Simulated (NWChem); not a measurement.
System: BeHSI; SMILES [Be]([I])[SH]

Here is an NWChem input.

```
start job
memory heap 200 mb stack 900 mb global 1100 mb
geometry units angstroms
  Be    -0.956254     0.777462     0.336712
  I      0.676702    -0.585938    -0.220098
  S     -2.313054     2.055273     0.725762
  H     -3.066183     1.437735     1.612597
end
basis spherical
  * library def2-svp
end
ecp
  I library def2-ecp
end
dft
  xc pbe0
  iterations 150
end
driver
  maxiter 120
end
task dft optimize
dft
  grid fine
  convergence energy 1d-8 density 1d-7
end
task dft freq numerical
```

def2 effective core potentials on I; no spin-orbit coupling.

The level has its own optimisation; frequencies are unscaled.

Question: What results follow from this input? (PBE0/def2-SVP with def2 effective core potentials on I.) Quantities: r Be–I (Å); r Be–S (Å); r H–S (Å); highest harmonic frequency (cm⁻¹); lowest (cm⁻¹); zero-point energy (kcal/mol).

Answer: 
```
Item                               Result
---------------------------------  ------
r Be–I (Å)                          2.171
r Be–S (Å)                          1.906
r H–S (Å)                           1.354
highest harmonic frequency (cm⁻¹)    2697
lowest (cm⁻¹)                         179
zero-point energy (kcal/mol)          7.1
```
